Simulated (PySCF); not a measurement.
Compound: C6H9NSi.
SMILES: `C=Cc1cn(cc1)[SiH3]`

Torsions of this conformer, `[CH2:1]=[CH:2][c:3]1[cH:4][cH:5][n:6]([SiH3:7])[cH:8]1`: C1–C2–C3–C4 1°.

The closed-shell ground state was solved at several levels (PySCF, density fitting, gas phase, non-relativistic). The structure is a single PBE0-D3(BJ)/def2-SVP conformer in the gas phase; no vibrational or solvent corrections.

```json
{"level": "PBE0/pcSseg-1", "basis functions": "188", "HOMO (eV)": "-5.99", "LUMO (eV)": "-0.21", "gap (eV)": "5.78", "dipole (D)": "2.09"}
{"level": "CAM-B3LYP/pcSseg-1", "basis functions": "188", "HOMO (eV)": "-7.16", "LUMO (eV)": "0.91", "gap (eV)": "8.07", "dipole (D)": "2.09"}
```

Task: What might CAM-B3LYP/def2-SVPD (236 basis functions) give for the same quantities?

Result: HOMO -7.20 eV, LUMO 0.79 eV, gap 7.99 eV, dipole 2.00 D.

Task: Over all these levels, which gives the widest orbital gap and which the narrowest?

Result: CAM-B3LYP/pcSseg-1 (range-separated hybrid) has the widest, 8.07 eV, and PBE0/pcSseg-1 (global hybrid, 25 % exact exchange) the narrowest, 5.78 eV. The two share the basis. From the narrowest to the widest the HOMO moves by -1.17 eV and the LUMO by +1.12 eV.

Task: How far do the dipole and the HOMO energy spread over the levels?

Result: The dipole runs from 2.00 to 2.09 D (mean 2.06 D) and the HOMO from -7.20 to -5.99 eV.
